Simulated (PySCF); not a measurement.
C₃H₁₁BNP.
Atom-mapped SMILES: `[BH3-:1][P+:2]1([NH2:3])[CH2:4][CH2:5][CH2:6]1` (hydrogens: H7, H8, H9 on B1; H10, H11 on N3; H12, H13 on C4; H14, H15 on C5; H16, H17 on C6)

Theory: PBE0-D3(BJ)/def2-SVP geometry optimisation, gas phase in PySCF 2.14.0.

Give the optimised bond lengths and angles.

```csv
bond,length (bohr),order
B1–P2,3.568,single
P2–N3,3.239,single
"P2–C4, P2–C6",3.480,single
"C4–C5, C5–C6",2.920,single
"B1–H7, B1–H8, B1–H9",2.315,single
"N3–H10, N3–H11",1.928,single
"C4–H12, C6–H17",2.080,single
"C4–H13, C6–H16",2.076,single
C5–H14,2.080,single
C5–H15,2.076,single
```

Bonds in one row agree within 0.02 bohr and their mean is given. Orders are formal, as drawn. A selection of angles:
```csv
angle,degrees
P2–B1–H7,104.1
P2–B1–H8,106.2
H7–B1–H8,114.2
B1–P2–N3,117.1
B1–P2–C4,124.6
N3–P2–C4,102.3
C4–P2–C6,78.2
P2–N3–H10,110.3
H10–N3–H11,106.6
P2–C4–C5,89.3
P2–C4–H12,108.7
P2–C4–H13,117.6
C5–C4–H12,113.0
C5–C4–H13,117.7
H12–C4–H13,109.2
C4–C5–C6,97.5
C4–C5–H14,115.3
C4–C5–H15,110.1
H14–C5–H15,108.2
```

Dihedral angles: B1–P2–C4–C5 141° (anticlinal); P2–C4–C5–C6 -20° (synperiplanar); C4–C5–C6–P2 20° (synperiplanar); B1–P2–C6–C5 -141° (anticlinal).

P2 (phosphorus bonded to B, 2 C and N) has angles from 78.2° to 124.7°. The 4-membered ring P2–C4–C5–C6 has internal angles of 78.2° to 97.5°; it is puckered, 0.13 Å rms from its mean plane, widest ring torsion 20°. N3 (nitrogen bonded to P and 2 H) is pyramidal (angles 110.3°, 110.2° and 106.6°, sum 327.1°, 0.40 Å off the plane of its three neighbours). B1 (four-coordinate boron) is distorted tetrahedral (angles from 104.0° to 114.2°).

Point group: Cs (every atom within 0.08 Å of its image). Not checked by PBE0-D3(BJ)/def2-SVP frequencies. The numbers are those of one conformer (B1–P2–N3–H -60° and 58°, B1–P2–C4–C5 141°, P2–C4–C5–C6 -20°, C4–C5–C6–P2 20°, B1–P2–C6–C5 -141°).

On one thread of an Arm Neoverse N1, shared host with 64 logical CPUs at a one-minute load of 59, this took 51 s wall and 0.58 GiB of memory at its peak. These figures are those of the optimisation.
